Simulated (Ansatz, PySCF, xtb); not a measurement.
Complex: AsH3 (SMILES [AsH3]) (first 4 atoms) with H4OSi (SMILES O[SiH3]); geometry from B3LYP-D3(BJ)/def2-TZVP, rigid monomers moved along the line of their centres of mass till As1···O5 is 2.95 Å.
(charge 0, multiplicity 1):
```json
[
 {"atom": "As", "x (Å)": "-0.0935", "y (Å)": "0.0596", "z (Å)": "0.4092"},
 {"atom": "H", "x (Å)": "-0.2266", "y (Å)": "0.0812", "z (Å)": "-1.1131"},
 {"atom": "H", "x (Å)": "-0.2572", "y (Å)": "-1.4519", "z (Å)": "0.4691"},
 {"atom": "H", "x (Å)": "1.4249", "y (Å)": "-0.0410", "z (Å)": "0.3343"},
 {"atom": "O", "x (Å)": "0.7900", "y (Å)": "-0.8067", "z (Å)": "3.0923"},
 {"atom": "Si", "x (Å)": "-0.2186", "y (Å)": "0.1853", "z (Å)": "3.9545"},
 {"atom": "H", "x (Å)": "1.7334", "y (Å)": "-0.7582", "z (Å)": "3.2637"},
 {"atom": "H", "x (Å)": "-0.0824", "y (Å)": "-0.0570", "z (Å)": "5.4126"},
 {"atom": "H", "x (Å)": "-1.5850", "y (Å)": "-0.1487", "z (Å)": "3.5120"},
 {"atom": "H", "x (Å)": "0.0691", "y (Å)": "1.6163", "z (Å)": "3.6948"}
]
```

Monomers are frozen at their geometry in the pair; levels with a basis set take the counterpoise correction.

Cores are frozen in the correlated methods. Filled d and f shells under p-block atoms count as core. Rows in 6-31G* carry no dispersion term and start afresh at each structure (6-31G* with six Cartesian d functions); the Pople sets are all-electron and without relativity. MP2/6-31G* freezes PySCF's default core, which leaves 3d correlated.

Programs: Ansatz (Gaussian orbitals); PySCF for 6-31G* rows; xtb for the GFN methods. 

Q: What interaction energy does MP2/6-31G* give?

A: 55 meV

Q: What is the computed interaction energy (GFN2-xTB)?

A: -201 meV

Q: Give the interaction energy at the level CCSD/def2-SVPD.

A: 28 meV

Ansatz is a program for electronic structure.
